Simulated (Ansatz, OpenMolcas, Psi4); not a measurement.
How methods differ on Ge2H6 (SMILES [GeH3][GeH3])

The species is Ge2H6 (8 atoms), meant as a singlet with charge 0. SMILES: `[GeH3][GeH3]`. Geometry: relaxed at PBE0-D4/def2-TZVP.

Each level gives the vertical energy of the triplet above the singlet (eV). The values are calculated.

```json
{"level": "HF/6-31G* (spherical functions)", "kind": "Hartree–Fock", "program": "OpenMolcas", "value (eV)": "6.94", "less CCSD(T)/6-31G*": "+0.10", "CPU time (all runs)": "38 s"}
{"level": "PBE/6-31G* (spherical functions)", "kind": "GGA", "program": "OpenMolcas", "value (eV)": "6.21", "less CCSD(T)/6-31G*": "-0.63", "CPU time (all runs)": "97 s"}
{"level": "revPBE/6-31G* (spherical functions)", "kind": "GGA", "program": "Ansatz", "value (eV)": "6.21", "less CCSD(T)/6-31G*": "-0.63", "CPU time (all runs)": "11 s"}
{"level": "TPSS/6-31G* (spherical functions)", "kind": "meta-GGA", "program": "OpenMolcas", "value (eV)": "6.42", "less CCSD(T)/6-31G*": "-0.42", "CPU time (all runs)": "2.4 min"}
{"level": "M06-2X/6-31G* (spherical functions)", "kind": "hybrid meta-GGA", "program": "Psi4", "value (eV)": "6.49", "less CCSD(T)/6-31G*": "-0.35", "CPU time (all runs)": "53 s"}
{"level": "CAM-B3LYP/6-31G* (spherical functions)", "kind": "range-separated hybrid", "program": "Ansatz", "value (eV)": "6.63", "less CCSD(T)/6-31G*": "-0.21", "CPU time (all runs)": "14 s"}
{"level": "HSE06/6-31G* (spherical functions)", "kind": "range-separated hybrid", "program": "Ansatz", "value (eV)": "6.47", "less CCSD(T)/6-31G*": "-0.37", "CPU time (all runs)": "15 s"}
{"level": "B2PLYP/6-31G* (density fitting for correlation, spherical functions)", "kind": "double hybrid", "program": "Psi4", "value (eV)": "6.69", "less CCSD(T)/6-31G*": "-0.15", "CPU time (all runs)": "25 s"}
{"level": "RPA@PBE0/6-31G* (spherical functions)", "kind": "RPA", "program": "Ansatz", "value (eV)": "6.75", "less CCSD(T)/6-31G*": "-0.09", "CPU time (all runs)": "19 s"}
{"level": "CCSD(T)/6-31G* (spherical functions)", "kind": "coupled cluster or CI", "program": "Psi4", "value (eV)": "6.84", "less CCSD(T)/6-31G*": "0.00", "CPU time (all runs)": "3.6 min"}
```

CCSD(T)/6-31G* (spherical functions) is the highest level here, not the true value. All-electron rows without a relativistic Hamiltonian named are non-relativistic. The values span 6.21 to 6.94 eV. A triplet this far above the singlet is often a Rydberg-like or dissociative state; sets without diffuse functions put Rydberg states too high. In the correlated wave-function rows the outer d shell of Ge is correlated, in sets not made for it. CPU times are rough (shared hosts, several kinds of processor and program).
